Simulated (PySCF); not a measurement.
Two-photon absorption: `OB(P)O[SiH3]`, BH6O2PSi

Molfile (atoms numbered from 1):
```
BH6O2PSi
     RDKit          3D

 11 10  0  0  0  0  0  0  0  0999 V2000
   -0.8426   -1.3215   -0.8631 O   0  0  0  0  0  0  0  0  0  0  0  0
   -0.7720   -0.2906    0.0239 B   0  0  0  0  0  0  0  0  0  0  0  0
   -2.2546    0.2943    1.1384 P   0  0  0  0  0  0  0  0  0  0  0  0
    0.4313    0.3057    0.2130 O   0  0  0  0  0  0  0  0  0  0  0  0
    1.9235   -0.0787   -0.4628 Si  0  0  0  0  0  4  0  0  0  0  0  0
   -1.7192   -1.7014   -0.9653 H   0  0  0  0  0  0  0  0  0  0  0  0
   -2.0932    1.6810    0.8569 H   0  0  0  0  0  0  0  0  0  0  0  0
   -3.2930    0.0919    0.1780 H   0  0  0  0  0  0  0  0  0  0  0  0
    1.8708    0.0363   -1.9484 H   0  0  0  0  0  0  0  0  0  0  0  0
    2.3279   -1.4596   -0.0715 H   0  0  0  0  0  0  0  0  0  0  0  0
    2.8940    0.9070    0.0857 H   0  0  0  0  0  0  0  0  0  0  0  0
  1  2  1  0
  2  3  1  0
  2  4  1  0
  4  5  1  0
  1  6  1  0
  3  7  1  0
  3  8  1  0
  5  9  1  0
  5 10  1  0
  5 11  1  0
M  END
```

Method used: TDDFT CAM-B3LYP/aug-cc-pVDZ excited states, vertical, gas phase in PySCF 2.14.0. Geometry: PBE0-D3(BJ)/def2-SVP.

Task: Give the one- and two-photon strengths of the lowest singlets.

Result: δ for parallel linear polarisation; σ at the peak of a Lorentzian of half width 0.1 eV, single beam; Ω is circular over linear.
```
state  E (eV)      f  photon λ (nm)  δ (au)  σ (GM)     Ω                                main
   S1    5.95  0.036            417    13.1    0.17  1.48                      HOMO→LUMO 0.85
   S2    6.62  0.051            375    9.33    0.15  0.99  HOMO→LUMO+5 0.43, HOMO→LUMO+9 0.10
   S3    6.91  0.146            359    48.6    0.85  1.20  HOMO→LUMO+6 0.35, HOMO→LUMO+7 0.19
   S4    7.02  0.115            353     170    3.07  0.88  HOMO→LUMO+2 0.39, HOMO→LUMO+6 0.28
   S5    7.32  0.002            339     231    4.53  1.36  HOMO→LUMO+3 0.38, HOMO→LUMO+2 0.35
```

Among these, the strongest one-photon state is S3, the strongest two-photon state S5, with a dipole change of 2.7 D (relaxed, norm of the difference vector).
